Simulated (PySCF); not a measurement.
In(H)2(SeH) (H3InSe), SMILES [InH2][SeH]. Geometry: PBE0-D3(BJ)/def2-TZVP. The def2 effective core potentials stand for the cores of In; spin–orbit coupling is left out.

Task: Give the equilibrium geometry at PBE0-D3(BJ)/def2-TZVP (PySCF confirms it by a frequency run) as Cartesian coordinates in Å, and its point group. (Estimate from the structure and the level; the computed values follow.)

Result: point group Cs.
```xyz
5

In     0.0011    -1.0045     0.0000
H     -1.5485    -1.7330     0.0000
H      1.5447    -1.7457     0.0000
Se    -0.0433     1.5028     0.0000
H      1.4216     1.6032     0.0000
```
Charge 0, spin multiplicity 1.
